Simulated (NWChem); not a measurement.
System: SiH$_{3}$SeBr; SMILES [SiH3][Se]Br

Program: NWChem. Pople sets run with spherical d functions. The geometry was optimised at PBE-D3(BJ)/def2-SVP. Total energies compare along this basis series because the functional is fixed.

```csv
level,basis functions,energy (Ha),highest occupied level (eV),orbital gap (eV),dipole (D)
TPSS/STO-3G,48,-5208.7307,-2.83,3.05,2.05
TPSS/3-21G,63,-5241.4920,-5.77,2.27,1.77
TPSS/6-31G*,88,-5266.2734,-5.90,2.23,1.76
TPSS/6-311G**,132,-5266.8328,-5.93,2.24,…
```

**Question.** What belongs in the gaps?

**Answer.** 
- TPSS/6-311G**, dipole (D): 1.65
